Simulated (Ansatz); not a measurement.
Job for Ansatz (a program for electronic structure): R-wB97M-V/def2-TZVPPD on Br2 (SMILES BrBr) with ghost functions, monomers drawn apart or pushed together. Files ending in .json are basis or fitting sets from the Basis Set Exchange.

Ansatz 0.2 input:
```yaml
crystal:
  periodic: [false, false, false]
  atoms:
    - {symbol: Br, position_ang: [0.00187435, 0.12335332, 5.30026523]}
    - {symbol: Br, position_ang: [-0.11046599, -0.09739067, 2.98653104]}
basis:
  gaussian:
    orbitals: def2-TZVPPD.json
    ghost_atoms:
      - {symbol: Cl, position_ang: [-0.08714203, -0.25780912, 0.07877277]}
      - {symbol: H, position_ang: [0.95875619, 0.48574338, 0.07410081]}
hamiltonian:
  xc: {name: wB97M-V}
scf: {lower_state_search: off}
```

The head of its log:

```
WARN ansatz: RAYON_NUM_THREADS=2 ignored (pool sized by the plan → 2); use --threads N
Functional definition: wB97M-V
these checks for a lower state are left out or cut short: stability, starts, cluster_reference, orbital_swaps, neighbouring_geometries, increment
integrals: 0.17 GiB planned
1273 factors; their error is unknown
integrals: 0.21 GiB planned
227 factors; integrals over basis functions are off by at most 8.4e-5 eV
mean field: 1.30 GiB planned
mean field evaluation 1: about -140083.9522 eV, gradient 1.2e1 eV
mean field evaluation 2: about -140084.1554 eV, gradient 7.8e0 eV
```

Problem. Predict the final total energy.

Solution. -5148.0150 hartree.
